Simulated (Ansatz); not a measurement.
Reaction (ligand exchange at the Al–O bond): `[OH][Al]([F])[O][SiH3]` + CH₃OH → `C[O][Al]([F])[O][SiH3]` + H₂O

Calculated with Ansatz (gas phase, PBE0-D4/def2-TZVP geometries, no zero-point term in ΔE). CBS: MP2 limit from def2 TZ/QZ plus the TZ coupled-cluster correction, frozen cores. This one scheme is used for every species. DFT in def2-TZVPP. B3LYP here is the variant with VWN-RPA as its local correlation; programs differ in this. Each species was taken in one conformer, which may not be the lowest.

```
          level  ΔE (kJ/mol)
       B3LYP-D4          1.9
        ωB97M-V          4.1
         B2PLYP          4.9
          B3LYP          6.1
  HF/def2-TZVPP          5.0
CCSD/def2-TZVPP          3.4
  HF/def2-QZVPP          4.5
   HF/CBS(def2)          4.4
```

(1) What does CCSD(T)/CBS give? (An estimate is asked.)

Largest T1 diagnostic among the species: 0.012.

Results:

(1) Computed: +1.9 kJ/mol. The listed levels differ from it by 0.0, 2.2, 3.0, 4.2, 3.1, 1.5, 2.6, 2.5 kJ/mol.

The D4 term adds −4.2 kJ/mol with B3LYP and −2.6 kJ/mol with PBE0; it sums over pairs of atoms, weighted by their polarisabilities, and B3LYP, whose exchange is more repulsive, gets the larger term.
